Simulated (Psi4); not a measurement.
CH2AlNO3 (SMILES O=C=[N][Al]([OH])[OH]), singlet, geometry from GFN2-xTB (such geometries of metal compounds can be far from the true shape); QCISD(T)/def2-SVP (Psi4).

Psi4 was given this input:
```
memory 2 GB

molecule mol {
0 1
  Al    0.785206    0.483208    0.159139
  N    -0.607479   -0.636458    0.029576
  C    -1.655313   -1.106871   -0.284197
  O    -2.658636   -1.617274   -0.549773
  O     0.663956    1.865642   -0.712600
  H     0.952521    2.705161   -1.038983
  O     2.065467    0.083642    1.109008
  H     2.457733   -0.546517    1.695252
}

set basis def2-svp
set reference rhf
set freeze_core true

energy('qcisd(t)')
print_variables()
```

Q: Predict the main parts of the log of this Psi4 run.

A: 
```
   => Loading Basis Set <=

    Name: DEF2-SVP
    Role: ORBITAL
    Keyword: BASIS

         ---------------------------------------------------------
                                   SCF
               by Justin Turney, Rob Parrish, Andy Simmonett
                          and Daniel G. A. Smith
                              RHF Reference
         ---------------------------------------------------------

  ==> Geometry <==

    Molecular point group: c1
    Full point group: C1

    Geometry (in Angstrom), charge = 0, multiplicity = 1:

       Center              X                  Y                   Z               Mass
    ------------   -----------------  -----------------  -----------------  -----------------
         AL           0.810598939919     0.499434810101     0.163936298118    26.981538530000
         N           -0.582086060081    -0.620231189899     0.034373298118    14.003074004430
         C           -1.629920060081    -1.090644189899    -0.279399701882    12.000000000000
         O           -2.633243060081    -1.601047189899    -0.544975701882    15.994914619570
         O            0.689348939919     1.881868810101    -0.707802701882    15.994914619570
         H            0.977913939919     2.721387810101    -1.034185701882     1.007825032230
         O            2.090859939919     0.099868810101     1.113805298118    15.994914619570
         H            2.483125939919    -0.530290189899     1.700049298118     1.007825032230

  Running in c1 symmetry.

  Rotational constants: A =      0.21826  B =      0.04916  C =      0.04012 [cm^-1]
  Rotational constants: A =   6543.32004  B =   1473.63210  C =   1202.75714 [MHz]
  Nuclear repulsion =  254.452696361027279

  Charge       = 0
  Multiplicity = 1
  Electrons    = 52
  Nalpha       = 26
  Nbeta        = 26

  ==> Algorithm <==

  SCF Algorithm Type is PK.
  DIIS enabled.
  MOM disabled.
  Fractional occupation disabled.
  Guess Type is SAD.
  Energy threshold   = 1.00e-08
  Density threshold  = 1.00e-08
  Integral threshold = 1.00e-12

  ==> Primary Basis <==

  Basis Set: DEF2-SVP
    Blend: DEF2-SVP
    Number of shells: 44
    Number of basis functions: 98
    Number of Cartesian functions: 104
    Spherical Harmonics?: true
    Max angular momentum: 2

  ==> Integral Setup <==

  Using in-core PK algorithm.
   Calculation information:
      Number of atoms:                   8
      Number of AO shells:              44
      Number of primitives:             88
[...]
  @RHF Final Energy:  -559.84964115362470
    Total Energy =                       -559.8496411536245887
      * MP2 total energy:                   -560.726682666784
[...]
        SS MP2.5 correlation energy:          -0.226323015774
        MP2.5 correlation energy:             -0.875104067440
      * MP2.5 total energy:                 -560.724745221064

        OS MP3 correlation energy:            -0.659988939528
        SS MP3 correlation energy:            -0.213177682192
        MP3 correlation energy:               -0.873166621720
      * MP3 total energy:                   -560.722807775344

        OS MP4(SDQ) correlation energy:       -0.678593233080
        SS MP4(SDQ) correlation energy:       -0.204598165736
        MP4(SDQ) correlation energy:          -0.890969724163
      * MP4(SDQ) total energy:              -560.740610877788

        OS QCISD correlation energy:          -0.682725570009
        SS QCISD correlation energy:          -0.209329297288
        QCISD correlation energy:             -0.892054867297
      * QCISD total energy:                 -560.741696020921

  Total time for QCISD iterations:      13.93 s (user)
                                         3.40 s (system)
                                           19 s (total)

  Time per iteration:                    0.99 s (user)
                                         0.24 s (system)
                                         1.46 s (total)

        ==> Resort (ov|vv) integrals for low-memory (T) computation <==

        *******************************************************
        *                                                     *
        *                     QCISD(T)                        *
        *                                                     *
        *******************************************************

        Using low-memory algorithm.

        num_threads:                      1
        memory requirements:       22.67 mb

        Number of abc combinations: 64824

        Computing (T) correction...

        % complete  total time
              10.0
              20.0
              30.0
              40.0
              50.0
              60.0
              70.0
              80.0
              90.0

        (T) energy                             -0.023971941139

        QCISD(T) correlation energy            -0.916026808436
      * QCISD(T) total energy                -560.765667962061

  Variable Map:
  ----------------------------------------------------------------------------
[...]
  Array Variable Map:
  ----------------------------------------------------------------------------
[...]
[...]
```
